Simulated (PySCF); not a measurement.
Work out the structure from these simulated measurements.

Formula: C6H11B.

| Property | Result |
| --- | --- |
| UV, strongest line | among the 10 lowest singlet transitions: S5 at 7.10 eV (175 nm, f = 0.153) [TDDFT wB97X-D/def2-SVPD] |
| 13C NMR | chemical shifts (computed TMS as zero) by class: 139.0 (1 C), 134.7 (1 C), 58.6 (1 C), 28.5 (1 C), 27.5 (1 C), 25.7 (1 C) ppm [GIAO PBE0/pcSseg-1] |
| NMR, other nuclei | isotropic shieldings of nuclei other than C and H, by class: 23 (1 B) ppm [GIAO PBE0/pcSseg-1] |
| Valence photoelectron | vertical ionisation energy: 8.81 eV [ΔSCF wB97X-D/def2-SVPD] |
| Polarisability | 83.9 au [wB97X-D/def2-SVPD] |
| UV, first state | lowest singlet excitation: 5.26 eV (236 nm, f = 0.029) [TDDFT wB97X-D/def2-SVPD] |
| Triplet | lowest triplet excitation (Tamm–Dancoff): 4.34 eV [TDA wB97X-D/def2-SVPD] |
| Rotational structure | rotational constants A, B, C: 4.621, 2.357, 1.672 GHz [PBE0-D3(BJ)/def2-SVP] |

Gas-phase values; electronic properties from PySCF, density fitting. Levels stand in brackets. Isolated species at its PBE0-D3(BJ)/def2-SVP geometry (one conformer only). NMR values are class means; diastereotopic atoms form classes of their own.

Task: What is the compound? Reason from the data.

Result: Numbering: `[BH2:1][C@@H:2]1[CH:3]=[CH:4][CH2:5][CH2:6][CH2:7]1`. 6 carbons fall into 6 classes; from least to most shielded: alkene CH carbon [C3] (139.0 ppm), alkene CH carbon [C4] (134.7 ppm), ring sp3 carbon bound to boron [C2] (58.6 ppm), ring CH2 carbon [C7] (28.5 ppm), allylic carbon [C5] (27.5 ppm), ring CH2 carbon [C6] (25.7 ppm). The other shieldings belong to: 23 ppm, three-coordinate boron [B1]. The first electron is taken from the HOMO, whose largest Löwdin shares are 0.31 on an alkene CH carbon, 0.30 on an alkene CH carbon, 0.10 on the sp3 carbon bound to boron and 0.07 on the allylic carbon. The optimised geometry has point group C1 and is an asymmetric top. Structure: `B[C@@H]1C=CCCC1`. Computed isomers that give other values at the same levels: `B/C(=C\C)C(=C)C` (13C chemical shifts (computed TMS as zero) by class: 164.9 (1 C), 151.3 (1 C), 150.5 (1 C), 124.4 (1 C), 22.7 (1 C), 21.7 (1 C) ppm); `C=C=CCB(C)C` (rotational constant A: 5.494 GHz; this holds for the one conformer computed); `CC#CCB(C)C` (13C chemical shifts (computed TMS as zero) by class: 83.8 (1 C), 80.6 (1 C), 23.2 (1 C), 15.1 (2 C), 4.8 (1 C) ppm). The assignments are read from this structure; whether some other isomer fits the data as well wasn't checked. The mirror image fits equally.
